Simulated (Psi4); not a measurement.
## BClF2 (chlorodifluoroborane): the vertical energy of the triplet above the singlet from total energies

BClF2: 4 atoms, total charge 0, spin state singlet. SMILES: `FB(F)Cl`. The shape is that of a PBE0-D4/def2-TZVP optimisation.

Both states at this one shape; open shells run unrestricted unless said. 1 Eh = 27.2114 eV.

| level | program | singlet BClF2 (Eh) | triplet BClF2 (Eh) |
| --- | --- | --- | --- |
| PBE0/aug-cc-pVDZ | Psi4 | -684.551949 | -684.261143 |
| wB97M-V/aug-cc-pVDZ | Psi4 | -684.854609 | -684.549514 |
| wB97X/aug-cc-pVDZ | Psi4 | -684.873318 | -684.570681 |

Task: Work out the vertical gap, second state less first, at each level.

Result: 
1. PBE0/aug-cc-pVDZ: -684.261143 − (-684.551949) = 0.290806 Eh = 7.91 eV.
2. wB97M-V/aug-cc-pVDZ: -684.549514 − (-684.854609) = 0.305095 Eh = 8.30 eV.
3. wB97X/aug-cc-pVDZ: -684.570681 − (-684.873318) = 0.302637 Eh = 8.24 eV.

No measured value is set beside it here; the levels span 7.91 to 8.30 eV.
